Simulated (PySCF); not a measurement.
# TiCl₃⁺: one-bond stretch

Computed with PBE in PySCF with Ti def2-SVP, Cl def2-SVP; no relativity; density-fitted integrals.

Rigid scan from the singlet minimum (Ti–Cl 2.119 Å (×3); Cl–Ti–Cl 109.3° (×3)). Coordinate: the bond from Ti to the last atom (Cl) scaled, the rest fixed. Energies in kJ/mol from the minimum.

```tsv
scale of one bond	E (kJ/mol)	dipole size (D, about the centre of mass)
1.00	0.0	3.25
1.05	8.8	3.37
1.12	41.0	3.60
1.20	91.3	3.91
1.35	192.1	4.42
1.55	304.5	–
2.20	463.4	–
```

At long bonds a restricted determinant can lie too high, and another spin state can fall below this curve.
